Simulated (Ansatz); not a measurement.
A structure relaxed at PBE0-D4/def2-SVP in Ansatz, charge 0, singlet:

```csv
atom,x (Å),y (Å),z (Å)
Sn1,-0.052,0.793,-0.533
H2,-0.716,2.181,0.218
H3,-0.641,0.607,-2.130
C4,-0.273,-0.980,0.649
H5,-1.340,-1.189,0.813
H6,0.226,-0.836,1.616
H7,0.189,-1.828,0.125
I8,2.608,1.253,-0.757
```

Problem. Give its formula, name or SMILES.

Solution. SnH2MeI (CH₅ISn).

Problem. Summarise the bond lengths by kind (pairs closer than 1.2 times the sum of covalent radii, bridged metal pairs left out).

Solution. 1 × I–Sn 2.71 Å; 1 × C–Sn 2.14 Å; 3 × C–H 1.10 Å; 2 × H–Sn 1.71 Å.

In the def2 sets I, Sn take a core potential; there is no spin–orbit coupling.
